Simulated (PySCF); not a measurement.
CH4BeSSe. Atoms are numbered in the order given.

```xyz
8

Be     0.1917    -0.2512    -0.2566
S     -0.1914    -1.4316    -1.6976
C     -2.0325    -1.3062    -1.8284
H     -2.5167    -1.7105    -0.9300
H     -2.3200    -1.9139    -2.6964
H     -2.3486    -0.2686    -1.9962
Se     0.6232     1.0489     1.2507
H      0.4876    -0.0222     2.2568
```
Charge 0, spin multiplicity 1.

Geometry: TPSSh-D3(BJ)/def2-SVP. The structure was generated by enumeration; whether it is a known compound was not checked. One conformer was computed; it need not be the lowest.

These are PBE0/pcSseg-1 (PySCF) values and carry that method's errors.

GIAO shieldings, no solvent; atoms alike by connectivity are averaged. δ = σ(ref) − σ: ³³S against H2S (σ = 716.7 ppm); ¹³C against TMS (σ = 186.3 ppm); ¹H against TMS (σ = 31.56 ppm); ⁷⁷Se against Me2Se (σ = 1740.1 ppm), references at their B3LYP-D3(BJ)/def2-TZVP geometries, non-relativistic.

Computed chemical shifts:
| nucleus | atoms | count | δ (ppm) |
|---|---|---|---|
| ³³S | S2 | 1 | 89.4 |
| ¹³C | C3 | 1 | 13.2 |
| ¹H | H4, H5, H6 | 3 | 2.46 |
| ¹H | H8 | 1 | 1.03 |
| ⁷⁷Se | Se7 | 1 | -449.6 |
